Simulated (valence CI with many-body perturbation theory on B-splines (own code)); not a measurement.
E1 transitions of Zr XXVII

Level of theory: configuration interaction combined with many-body perturbation theory (CI+MBPT): four valence electrons over a frozen Dirac-Fock core [Ne], radial functions for each j: 11 s, 11 p, 10 d, 8 f, 5 g, 2 h, with the one-electron correlation potential Σ1, the two-electron term Σ2, the three-electron term Σ3, Breit, model QED; selected CI, second order for the rest, scaled by the run's own slope (own B-spline code, finite nucleus).

The last digits are not significant, and no measured levels were compared; by estimate large intervals hold to a few tenths of a per cent, small ones and those within an open d or f shell to about a per cent. Among the levels kept, up to 700 cm⁻¹ of a level comes from second order outside the variational space, and about a tenth of that is noise between levels of different J, which matters for small intervals.

Lines 101 to 150 of 551 in falling wavelength, among levels below 2693800 cm⁻¹, chosen from the strongest by gf and those to the six lowest levels. Wavelengths and rates use the calculated energies. Electric multipoles are in the length gauge, E1 and E2 with the static RPA response of the core. Weak lines are less certain than strong ones. Lines between different terms over intervals too small for the method are left out, as are lines whose strength nearly cancels. Where a level lies close to another of its J and parity, the split of strength between their lines is uncertain. The highest levels of a list are the least certain.

Names give the largest LS component (configuration and term), which can be under half, so a name can repeat, a term be missing and a line seem to break the LS rules; names also repeat where a configuration has a term twice. Letters in brackets count levels of one name in rising energy.

| λ vac (nm) | Upper | Lower | A (s⁻¹) | S (a.u.) |
| --- | --- | --- | --- | --- |
| 12.98 | 3p3 3d 3F°_2 [c] | 3s 3p2 3d 3D_1 [c] | 1.15e+10 | 6.20e-02 |
| 12.91 | 3s 3p2 3d 3D_3 [d] | 3s2 3p 3d 3D°_3 | 6.89e+09 | 5.13e-02 |
| 12.90 | 3p3 3d 5D°_2 | 3s 3p2 3d 5F_3 [b] | 1.48e+10 | 7.85e-02 |
| 12.88 | 3s 3p 3d2 5D°_4 [b] | 3s 3p2 3d 3F_3 [c] | 6.89e+09 | 6.53e-02 |
| 12.87 | 3s 3p2 3d 3D_2 [d] | 3s2 3p 3d 3P°_1 | 1.54e+10 | 8.11e-02 |
| 12.82 | 3s 3p 3d2 3G°_3 [b] | 3s 3p2 3d 3P_2 | 5.91e+09 | 4.30e-02 |
| 12.75 | 3p3 3d 3G°_4 | 3s 3p2 3d 5F_5 | 5.81e+09 | 5.36e-02 |
| 12.75 | 3s 3p 3d2 3F°_4 | 3s 3p2 3d 3F_4 [b] | 5.14e+09 | 4.73e-02 |
| 12.74 | 3s 3p 3d2 5D°_4 [c] | 3s 3p2 3d 3F_3 [c] | 7.35e+09 | 6.76e-02 |
| 12.74 | 3p3 3d 1F°_3 | 3s 3p2 3d 3F_4 [b] | 1.64e+10 | 1.17e-01 |
| 12.73 | 3s 3p 3d2 3G°_3 [a] | 3s 3p2 3d 3F_2 [c] | 9.13e+09 | 6.51e-02 |
| 12.70 | 3s 3p 3d2 3G°_3 [b] | 3s 3p2 3d 3F_2 [c] | 1.77e+10 | 1.25e-01 |
| 12.67 | 3p3 3d 3F°_4 [b] | 3s 3p2 3d 3G_5 | 1.14e+10 | 1.03e-01 |
| 12.62 | 3s 3p 3d2 3H°_5 | 3s 3p2 3d 3G_5 | 7.09e+09 | 7.72e-02 |
| 12.61 | 3p4 3P_2 | 3s 3p3 5S°_2 | 3.57e+08 | 1.77e-03 |
| 12.57 | 3s 3p2 3d 3D_3 [e] | 3s2 3p 3d 3D°_3 | 3.70e+10 | 2.54e-01 |
| 12.57 | 3p3 3d 3G°_3 | 3s 3p2 3d 5D_2 | 5.96e+09 | 4.09e-02 |
| 12.56 | 3p3 3d 3D°_1 [a] | 3s 3p2 3d 5D_2 | 1.48e+10 | 4.33e-02 |
| 12.55 | 3s2 3p 3d 3F°_2 | 3s2 3p2 3P_2 | 1.31e+10 | 6.38e-02 |
| 12.53 | 3p3 3d 3D°_2 [b] | 3s 3p2 3d 3F_3 [b] | 1.74e+10 | 8.44e-02 |
| 12.53 | 3s 3p2 3d 3D_2 [c] | 3s2 3p 3d 3P°_2 [a] | 1.55e+10 | 7.53e-02 |
| 12.53 | 3s 3p2 3d 5D_1 [b] | 3s 3p3 3D°_2 | 1.41e+10 | 4.11e-02 |
| 12.52 | 3s 3p 3d2 3D°_1 [a] | 3s 3p2 3d 3P_0 [b] | 2.26e+10 | 6.56e-02 |
| 12.52 | 3s 3p2 3d 1F_3 [a] | 3s2 3p 3d 1F°_3 | 2.58e+10 | 1.75e-01 |
| 12.50 | 3s 3p2 3d 5F_1 | 3s 3p3 5S°_2 | 3.63e+08 | 1.05e-03 |
| 12.46 | 3p3 3d 3F°_2 [b] | 3s 3p2 3d 3F_2 [b] | 9.31e+09 | 4.45e-02 |
| 12.45 | 3s 3p 3d2 3D°_2 [a] | 3s 3p2 3d 3P_1 [a] | 3.56e+10 | 1.70e-01 |
| 12.45 | 3s 3p2 3d 3D_1 [e] | 3s2 3p 3d 3P°_1 | 3.51e+10 | 1.00e-01 |
| 12.43 | 3s 3p2 3d 1P_1 [b] | 3s2 3p 3d 3D°_2 | 5.07e+10 | 1.44e-01 |
| 12.43 | 3s 3p 3d2 3G°_3 [c] | 3s 3p2 3d 3F_2 [c] | 1.11e+10 | 7.36e-02 |
| 12.42 | 3s 3p2 3d 1D_2 [c] | 3s2 3p 3d 3P°_2 [b] | 3.19e+10 | 1.51e-01 |
| 12.41 | 3p3 3d 3F°_3 [c] | 3s 3p2 3d 3F_4 [a] | 8.08e+09 | 5.33e-02 |
| 12.40 | 3s 3p 3d2 3G°_3 [a] | 3s 3p2 3d 3D_2 [b] | 1.40e+10 | 9.21e-02 |
| 12.38 | 3s 3p 3d2 3D°_1 [a] | 3s 3p2 3d 3D_1 [c] | 1.42e+10 | 3.99e-02 |
| 12.38 | 3p3 3d 5D°_4 | 3s 3p2 3d 5F_3 [a] | 1.06e+10 | 8.92e-02 |
| 12.36 | 3s 3p2 3d 3D_2 [d] | 3s2 3p 3d 3D°_2 | 1.99e+10 | 9.26e-02 |
| 12.35 | 3s 3p2 3d 1D_2 [b] | 3s2 3p 3d 3D°_3 | 3.42e+10 | 1.59e-01 |
| 12.34 | 3p3 3d 1G°_4 | 3s 3p2 3d 3F_3 [a] | 7.62e+09 | 6.37e-02 |
| 12.34 | 3s 3p 3d2 3F°_4 | 3s 3p2 3d 3F_3 [c] | 1.39e+10 | 1.16e-01 |
| 12.33 | 3s 3p 3d2 3D°_3 | 3s 3p2 3d 3D_2 [c] | 2.43e+10 | 1.58e-01 |
| 12.30 | 3s 3p 3d2 3D°_3 | 3s 3p2 3d 3F_4 [b] | 8.07e+09 | 5.19e-02 |
| 12.30 | 3p3 3d 3D°_1 [b] | 3s 3p2 3d 3F_2 [a] | 2.22e+10 | 6.11e-02 |
| 12.30 | 3s 3p 3d2 5D°_3 [d] | 3s 3p2 3d 3D_2 [a] | 1.71e+10 | 1.10e-01 |
| 12.29 | 3s 3p2 3d 3F_3 [b] | 3s2 3p 3d 3F°_2 | 8.49e+09 | 5.44e-02 |
| 12.29 | 3s 3p 3d2 3G°_4 | 3s 3p2 3d 3F_3 [c] | 1.84e+10 | 1.52e-01 |
| 12.27 | 3s 3p 3d2 5D°_3 [a] | 3s 3p2 3d 5P_2 [a] | 6.72e+09 | 4.29e-02 |
| 12.25 | 3s 3p2 3d 3P_1 [a] | 3s 3p3 3P°_2 | 1.53e+10 | 4.18e-02 |
| 12.23 | 3p3 3d 5D°_3 | 3s 3p2 3d 5F_4 | 1.27e+10 | 8.04e-02 |
| 12.22 | 3s 3p 3d2 3P°_2 | 3s 3p2 3d 3D_2 [c] | 1.03e+10 | 4.62e-02 |
| 12.22 | 3s 3p2 3d 1F_3 [b] | 3s2 3p 3d 1F°_3 | 6.22e+10 | 3.92e-01 |
